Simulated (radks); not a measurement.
Values are calculated unless marked as measured or tabulated.
Problem. All-electron atom: Sn20+ in [Ar] 3d10 4s2. Level of theory: scalar-relativistic Kohn-Sham, PBE, spin-unpolarised, spherical densities, point nucleus (a radial shooting solver on a logarithmic mesh with Libxc functionals). Some entries of the table are withheld. Estimate them.

| orbital | occ. | eigenvalue (hartree) | <r^2> (bohr^2) |
|---|---|---|---|
| 1s | 2 | (1) | 0.001143 |
| 2s | 2 | -181.8036 | 0.01852 |
| 2p | 6 | -165.4135 | (2) |
| 3s | 2 | -50.83880 | 0.1283 |
| 3p | 6 | -45.46561 | 0.1278 |
| 3d | 10 | -37.29783 | 0.1109 |
| 4s | 2 | -21.97735 | 0.5723 |
| 4p | 0 | -20.06502 | 0.6120 |
| 5s | 0 | -12.32074 | (3) |

Solution. 
(1) 1s eigenvalue (hartree): -1087.533
(2) 2p <r^2> (bohr^2): 0.01461
(3) 5s <r^2> (bohr^2): 1.720
